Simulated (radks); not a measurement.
The numbers below are computed, except where a source is named.
Charge is removed step by step from the 2p down level of O, starting from [He] 2s2 2p(up 3, down 1). Code: a radial shooting solver on a logarithmic mesh with Libxc functionals. Model: non-relativistic Kohn-Sham, r2SCAN, spin-polarised, spherical densities, point nucleus; meta-GGA in the generalised Kohn-Sham scheme.

removed (e)	E - E(0) (eV)	eigenvalue (eV)	E minus straight line (eV)
0	0.000	-6.792	0.000
0.125	0.939	-8.238	-0.673
0.25	2.061	-9.726	-1.162
0.375	3.372	-11.249	-1.463
0.5	4.875	-12.805	-1.572
0.625	6.574	-14.391	-1.484
0.75	8.474	-16.009	-1.196
0.875	10.578	-17.666	-0.704
1	12.894	-19.424	0.000

Removing the whole electron costs 12.894 eV by Delta-SCF, against 6.792 eV from minus the eigenvalue at the starting occupation. Slater's transition state (half an electron removed) gives 12.805 eV. Integrating minus the eigenvalue over the occupation (Janak's theorem) gives 12.895 eV. The mean slope of the eigenvalue, de/dn, is 12.6 eV per electron. Ionisation energy of O in the NIST Atomic Spectra Database: 13.618 eV (measured).
